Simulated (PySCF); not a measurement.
Compound: Nb(NMe)(OSiH3)3, CH₁₂NNbO₃Si₃ (singlet state).
Structure used (PBE0-D3(BJ)/def2-SVP), in Å, numbered top down from 1:
```
atom  x, y, z in Å
Nb1   -0.0183   -0.0094   -0.5157
N2     0.0706    0.0830    1.2256
C3     0.1452    0.1527    2.6393
H4    -0.3590   -0.7091    3.1108
H5     1.1936    0.1560    2.9861
H6    -0.3358    1.0701    3.0217
O7     1.4894    0.9174   -1.2259
Si8    2.9083    1.7794   -1.1075
H9     3.0912    2.5924   -2.3449
H10    4.0588    0.8385   -0.9614
H11    2.8625    2.6881    0.0780
O12   -1.6533    0.8143   -1.0494
Si13  -3.1009    1.5588   -0.6984
H14   -4.2077    0.8429   -1.3983
H15   -3.0589    2.9763   -1.1641
H16   -3.3503    1.5317    0.7752
O17    0.0046   -1.8548   -0.9940
Si18   0.0162   -3.4837   -0.6514
H19    1.0941   -4.1470   -1.4420
H20   -1.3030   -4.0782   -1.0191
H21    0.2658   -3.7032    0.8057
```

The calculation used PySCF, PBE0-D3(BJ)/def2-SVP geometry optimisation, gas phase, def2 core potentials past Kr.

Problem. Which atoms are bound to Nb1, and at what distances?

Solution. 4 atoms: N2 1.746 Å, O17 1.907 Å, O7 1.907 Å, O12 1.907 Å. The nearest atom not counted as bound is C3, at 3.16 Å.

Problem. List the angles at Nb1.

Solution. 
```json
{"angle": "O7–Nb1–O17", "degrees": "111.6", "distance of the outer atoms (Å)": "3.15"}
{"angle": "O7–Nb1–O12", "degrees": "111.3", "distance of the outer atoms (Å)": "3.15"}
{"angle": "O12–Nb1–O17", "degrees": "111.0", "distance of the outer atoms (Å)": "3.14"}
{"angle": "N2–Nb1–O7", "degrees": "107.8", "distance of the outer atoms (Å)": "2.95"}
{"angle": "N2–Nb1–O17", "degrees": "107.5", "distance of the outer atoms (Å)": "2.95"}
{"angle": "N2–Nb1–O12", "degrees": "107.5", "distance of the outer atoms (Å)": "2.95"}
```

Problem. What is the shape at Nb1?

Solution. Tetrahedral: angles from 107.5° to 111.6°; τ4 = (360° − α − β)/141° = 0.97 with α and β the two widest (0 for a square, 1 for a tetrahedron).

Problem. What are the other bond lengths?

Solution. N2–C3 1.417 Å; O7–Si8, O12–Si13, O17–Si18 1.665 Å. (A selection.)

Problem. Give some angles away from the centre.

Solution. Nb1–N2–C3 179.8°, Nb1–O7–Si8 154.1°, Nb1–O12–Si13 151.6°.

Charge 0, singlet. No PBE0-D3(BJ)/def2-SVP frequencies stand behind this structure, so it isn't proved a minimum.
